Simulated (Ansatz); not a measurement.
Cost and result for the atomization energy of F3SiTe (`F[Si](F)(F)[Te]`) radical (5 atoms, 4 bonds).

Total charge 0; spin multiplicity 2. Correlated methods include outer-core shells of Te, which these sets cover unevenly. Te takes the def2 core potential. All single points use the PBE0-D4/def2-TZVP geometry. Program: Ansatz. All runs use 4 threads of an AMD EPYC 9R45 on a shared host. Times are those of one run each, without the atoms' runs, and a repeat can differ threefold. Electronic energies, without spin–orbit coupling; frozen cores. CCSD(T)/CBS adds CCSD(T) − MP2 in def2-TZVPP to the MP2 limit, and its time is that of the two runs behind it. T1 = 0.012; ⟨S²⟩ of the reference is 0.76. With those shells the extrapolation isn't a true limit.

CCSD(T)/CBS is a level of theory with its own doubt, some kJ/mol a heavy atom from the limit and from the frozen cores, so smaller differences don't rank the functionals.

| level | functions | wall time | atomization (kcal/mol) | difference from CCSD(T)/CBS | per bond |
| --- | --- | --- | --- | --- | --- |
| LDA (SPW92)/def2-TZVPP | 185 | 2.1 s | 552.5 | 73.6 | 18.4 |
| BLYP-D4/def2-TZVPP | 185 | 3.6 s | 471.8 | -7.1 | -1.8 |
| PBE0-D4/def2-TZVPP | 185 | 4.2 s | 466.5 | -12.4 | -3.1 |
| PBE-D4/def2-TZVPP (with forces) | 185 | 4.7 s | 482.1 | 3.2 | 0.8 |
| CCSD(T)/def2-SVP | 86 | 4.7 s | 420.7 | -58.2 | -14.6 |
| PBE-QIDH/def2-TZVPP | 185 | 5.5 s | 467.4 | -11.5 | -2.9 |
| RPA@PBE/def2-TZVPP | 185 | 5.5 s | 422.9 | -56.0 | -14.0 |
| r2SCAN-D4/def2-TZVPP (with forces) | 185 | 10 s | 475.8 | -3.1 | -0.8 |
| ωB97X-V/def2-TZVPP | 185 | 12 s | 475.2 | -3.7 | -0.9 |
| B97M-V/def2-TZVPP | 185 | 14 s | 474.1 | -4.8 | -1.2 |
| MP2/def2-QZVPP | 323 | 14 s | 497.8 | 18.9 | 4.7 |
| CCSD(T)/def2-TZVPP | 185 | 91 s | 459.5 | -19.4 | -4.9 |
| CCSD(T)/CBS(def2) | – | 110 s | 478.9 | 0.0 | 0.0 |

At CCSD(T), def2-SVP lies −58.2 kcal/mol from the extrapolated value and def2-TZVPP −19.4 kcal/mol: correlation converges slowly with the basis, and small sets miss more of it in the bonded molecule than in its fragments. Leaving LDA and LC-ωPBE aside and taking each functional with its dispersion term where it has one, the values, not all of them listed here, spread over 34.0 kcal/mol, from BHLYP-D4 to PBE-D4. LDA lies +73.9 kcal/mol from PBE without D4, its usual overbinding. From BLYP to BHLYP (50 % exact exchange), in def2-TZVPP and without D4, the atomization energy moves by −21.3 kcal/mol: exact exchange takes away binding that semilocal exchange gives to molecules.

Spin–orbit coupling would lower the free Te atoms strongly, and the atomization energy with them, by more than many differences here.
